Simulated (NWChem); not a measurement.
System: AlCl2, doublet; SMILES [Cl][Al][Cl]

NWChem input:

```
start job
memory heap 200 mb stack 900 mb global 1100 mb
geometry units angstroms noautoz
  Al     0.000000     0.000000     0.762933
  Cl     1.838453     0.000000    -0.306668
  Cl    -1.838453     0.000000    -0.306668
end
basis spherical
  * library def2-svp
end
dft
  odft
  mult 2
  xc xcamb88 1.00 lyp 1.0 hfexch 1.00
  cam 0.33 cam_alpha 0.0 cam_beta 1.0
  iterations 150
  mulliken
end
task dft energy
```

Output (shortened):

```
             Northwest Computational Chemistry Package (NWChem) 7.3.0
             --------------------------------------------------------

 C2V symmetry detected

                             Geometry "geometry" -> ""
                             -------------------------

 Output coordinates in angstroms (scale by  1.889725989 to convert to a.u.)

  No.       Tag          Charge          X              Y              Z
 ---- ---------------- ---------- -------------- -------------- --------------
    1 Al                  13.0000     0.00000000     0.00000000     0.77375391
    2 Cl                  17.0000     1.83845300     0.00000000    -0.29584709
    3 Cl                  17.0000    -1.83845300     0.00000000    -0.29584709

 Effective nuclear repulsion energy (a.u.)     151.5601160798

      Symmetry information
      --------------------

 Group name             C2v
 Group number             16
 Group order               4
 No. of unique centers     2

                                 NWChem DFT Module
                                 -----------------

 Summary of "ao basis" -> "ao basis" (spherical)
 ------------------------------------------------------------------------------
       Tag                 Description            Shells   Functions and Types
 ---------------- ------------------------------  ------  ---------------------
 Al                         def2-svp                 8       18   4s3p1d
 Cl                         def2-svp                 8       18   4s3p1d

      Symmetry analysis of basis
      --------------------------

        a1         22
        a2          6
        b1         17
        b2          9

            General Information
            -------------------
          SCF calculation type: DFT
          Wavefunction type:  spin polarized.
          No. of atoms     :     3
          No. of electrons :    47
           Alpha electrons :    24
            Beta electrons :    23
          Charge           :     0
          Spin multiplicity:     2
          Use of symmetry is: on ; symmetry adaption is: on
          Maximum number of iterations: 150
          AO basis - number of functions:    54
                     number of shells:    24
          Convergence on energy requested:  1.00D-06
          Convergence on density requested:  1.00D-05
          Convergence on gradient requested:  5.00D-04

              XC Information
              --------------
                     Hartree-Fock (Exact) Exchange  1.000
                   CAM-Becke88 Exchange Functional  1.000
              Lee-Yang-Parr Correlation Functional  1.000

           Range-Separation Parameters
           ---------------------------
           Alpha           :  0.00
           Beta            :  1.00
           Gamma           :  0.33
           Short-Range HF  :     F

             Grid Information
             ----------------
          Grid used for XC integration:  medium
          Radial quadrature: Mura-Knowles
          Angular quadrature: Lebedev.
          Tag              B.-S. Rad. Rad. Pts. Rad. Cut. Ang. Pts.
          ---              ---------- --------- --------- ---------
          Al                  1.25       88           7.0       590
          Cl                  1.00       88          10.0       590
          Grid pruning is: on
          Number of quadrature shells:   176
          Spatial weights used:  Erf1

      Superposition of Atomic Density Guess
      -------------------------------------

 Sum of atomic energies:       -1160.43845561

      Non-variational initial energy
      ------------------------------

 Total energy =   -1160.751176
 1-e energy   =   -1908.642835
 2-e energy   =     596.331543
 HOMO         =      -0.162073
 LUMO         =       0.031942

   Symmetry analysis of molecular orbitals - initial alpha
   -------------------------------------------------------

  Numbering of irreducible representations:

     1 a1          2 a2          3 b1          4 b2

  Orbital symmetries:

     1 a1          2 b1          3 a1          4 a1          5 b1
     6 a1          7 b1          8 b2          9 a1         10 b1
    11 a2         12 a1         13 b1         14 a1         15 b2
    16 a1         17 b1         18 a1         19 b1         20 a1
    21 b2         22 a2         23 b1         24 a1         25 b2
    26 a1         27 b1         28 a1         29 a1         30 b1
    31 b2         32 a2         33 a1         34 b2

   Symmetry analysis of molecular orbitals - initial beta
   ------------------------------------------------------

  Numbering of irreducible representations:

     1 a1          2 a2          3 b1          4 b2

  Orbital symmetries:

     1 a1          2 b1          3 a1          4 a1          5 b1
     6 a1          7 b1          8 b2          9 a1         10 b1
    11 a2         12 a1         13 b1         14 a1         15 b2
    16 a1         17 b1         18 a1         19 b1         20 a1
    21 b2         22 a2         23 b1         24 a1         25 b2
    26 a1         27 b1         28 a1         29 a1         30 b1
    31 b2         32 a2         33 a1         34 b2

     ---------------------------------------------
      Total Density - Mulliken Population Analysis
     ---------------------------------------------

    Atom       Charge   Shell Charges
 -----------   ------   -------------------------------------------------------
    1 Al  13    12.02   2.00  1.99  0.92  0.39  5.93  0.38  0.30  0.12
    2 Cl  17    17.49   2.00  1.99  1.23  0.71  5.94  2.18  3.42  0.01
    3 Cl  17    17.49   2.00  1.99  1.23  0.71  5.94  2.18  3.42  0.01

     --------------------------------------------
      Spin Density - Mulliken Population Analysis
     --------------------------------------------

    Atom       Charge   Shell Charges
 -----------   ------   -------------------------------------------------------
    1 Al  13     0.78   0.00  0.00  0.30  0.32  0.00  0.06  0.09  0.01
    2 Cl  17     0.11   0.00  0.00  0.01 -0.01  0.00  0.05  0.05  0.00
    3 Cl  17     0.11   0.00  0.00  0.01 -0.01  0.00  0.05  0.05  0.00

   convergence    iter        energy       DeltaE   RMS-Dens  Diis-err
 ---------------- ----- ----------------- --------- --------- ---------
 d= 0,ls=0.0,diis     1  -1161.8442943552 -1.31D+03  9.60D-03  1.27D-01
                                                     7.29D-03  1.23D-01
 d= 0,ls=0.0,diis     2  -1161.8876370358 -4.33D-02  3.25D-03  2.43D-02
                                                     3.41D-03  2.38D-02
 d= 0,ls=0.0,diis     3  -1161.9004999640 -1.29D-02  1.12D-03  2.28D-03
                                                     7.00D-04  2.00D-03
 d= 0,ls=0.0,diis     4  -1161.9020062762 -1.51D-03  5.82D-04  6.12D-05
                                                     2.76D-04  4.35D-05
 d= 0,ls=0.0,diis     5  -1161.9021641298 -1.58D-04  2.17D-04  1.12D-05
                                                     1.10D-04  6.55D-06
  Resetting Diis
 d= 0,ls=0.0,diis     6  -1161.9021850353 -2.09D-05  7.02D-05  8.52D-07
                                                     4.18D-05  5.23D-07
 d= 0,ls=0.0,diis     7  -1161.9021872381 -2.20D-06  7.24D-06  3.41D-08
                                                     5.82D-06  2.76D-08
 d= 0,ls=0.0,diis     8  -1161.9021873087 -7.06D-08  5.58D-06  7.41D-09
                                                     5.08D-06  7.40D-09

         Total DFT energy =    -1161.902187308659
      One electron energy =    -1909.701081809229
           Coulomb energy =      670.749290048854
    Exchange-Corr. energy =      -74.510511628125
 Nuclear repulsion energy =      151.560116079840

 Numeric. integr. density =       46.999999578582

                  Occupations of the irreducible representations
                  ----------------------------------------------

                     irrep           alpha         beta
                     --------     --------     --------
                     a1               11.0         10.0
                     a2                2.0          2.0
                     b1                8.0          8.0
                     b2                3.0          3.0

                    DFT Final Alpha Molecular Orbital Analysis
                    ------------------------------------------

 Vector   22  Occ=1.000000D+00  E=-4.215970D-01  Symmetry=a2
              MO Center=  5.8D-14,  2.0D-15, -2.6D-01, r^2= 4.4D+00
   Bfn.  Coefficient  Atom+Function         Bfn.  Coefficient  Atom+Function
  ----- ------------  ---------------      ----- ------------  ---------------
    30      0.459095  2 Cl py                48     -0.459095  3 Cl py
    27      0.336673  2 Cl py                45     -0.336673  3 Cl py
    24      0.197447  2 Cl py                42     -0.197447  3 Cl py
    14      0.067915  1 Al d -2

 Vector   23  Occ=1.000000D+00  E=-4.158730D-01  Symmetry=b1
              MO Center=  2.1D-14, -2.0D-15, -2.4D-01, r^2= 4.5D+00
   Bfn.  Coefficient  Atom+Function         Bfn.  Coefficient  Atom+Function
  ----- ------------  ---------------      ----- ------------  ---------------
    31      0.331516  2 Cl pz                49     -0.331516  3 Cl pz
    29      0.310669  2 Cl px                47      0.310669  3 Cl px
    28      0.250245  2 Cl pz                46     -0.250245  3 Cl pz
    26      0.235264  2 Cl px                44      0.235264  3 Cl px
    25      0.145482  2 Cl pz                43     -0.145482  3 Cl pz

[...]
```

Level: LC-BLYP (range parameter 0.33 per bohr)/def2-SVP, spin-unrestricted. In the optimisation the excess spin sits in a1 (C2v, its own frame). Structure relaxed at the PBE-D3(BJ)/def2-SVP, spin-unrestricted level. The spin multiplicity was typed, not searched, and may not be the lowest. No stability test was run on the SCF state.
